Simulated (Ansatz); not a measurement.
Reaction (formal hydrolysis of the Sn–C bond): `[F][Sn]([F])([F])[c]1ccccc1` + H₂O → `[OH][Sn]([F])([F])[F]` + benzene

Calculated with Ansatz (gas phase, PBE0-D4/def2-TZVP geometries, no zero-point term in ΔE). CCSD(T)/CBS is the MP2 limit (def2-TZVPP, def2-QZVPP) plus CCSD(T) − MP2 in def2-TZVPP, frozen cores. This one scheme is used for every species. DFT in def2-TZVPP. B3LYP here is the variant with VWN-RPA as its local correlation; programs differ in this. def2 core potentials past Kr. For Sn outer-core shells are correlated without core-valence functions, which leaves a few kJ/mol of doubt a bond. One conformer a species, not always the lowest.

```json
{"level": "BHLYP-D4", "ΔE (eV)": "-0.08"}
{"level": "B3LYP", "ΔE (eV)": "-0.18"}
{"level": "HF/def2-SVP", "ΔE (eV)": "-0.12"}
{"level": "MP2/def2-TZVPP", "ΔE (eV)": "0.01"}
```

What does CCSD(T)/CBS give? (Best estimate.)

The calculation gave: -0.05 eV. The listed levels differ from it by -0.03, -0.13, -0.07, 0.06 eV.

Largest T1 diagnostic among the species: 0.015.

In def2-TZVPP, CCSD(T) changes the Hartree–Fock value by +0.25 eV (the triples alone add +0.03 eV) and MP2 by +0.30 eV. Leaving LDA and LC-ωPBE aside and taking each functional with its dispersion term where it has one, the values, not all of them listed here, spread over 0.18 eV, from B97M-V to PBE0-D4. LDA lies +0.09 eV from PBE without D4. The D4 term adds +0.12 eV with B3LYP and +0.07 eV with PBE0; it sums over pairs of atoms, weighted by their polarisabilities, and B3LYP, whose exchange is more repulsive, gets the larger term.

CCSD(T)/CBS has its own doubt, a few kJ/mol and more with outer-core shells, so smaller differences from it don't rank the levels.
